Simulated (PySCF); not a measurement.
FGeH₅N₂O, SMILES [OH][Ge]([F])([NH2])[NH2].

The structure is a stationary point at B3LYP-D3(BJ)/def2-SVP. The structure was generated by enumeration, and PubChem lists no compound with its InChIKey, so it may never have been made. The values are those of a single conformer.

These are PySCF with PBE0/def2-TZVP values and carry that method's errors.

Isolated molecule, no solvent.

```
Property                                                                                                        Value
---------------------------------------------------------------------------------------------  ----------------------
total energy                                                                                      -2364.26053 hartree
highest occupied level                                                                                       -8.00 eV
lowest empty level                                                                                            0.06 eV
orbital gap                                                                                                   8.06 eV
dipole moment                                                                                                  2.02 D
quadrupole, principal values (traceless, Buckingham form, about the centre of nuclear charge)   -9.76, 2.41, 7.35 D·Å
mean static polarisability                                                                       44.5 bohr³ (6.60 Å³)
polarisability, principal values                                                               40.3, 44.6, 48.7 bohr³
```
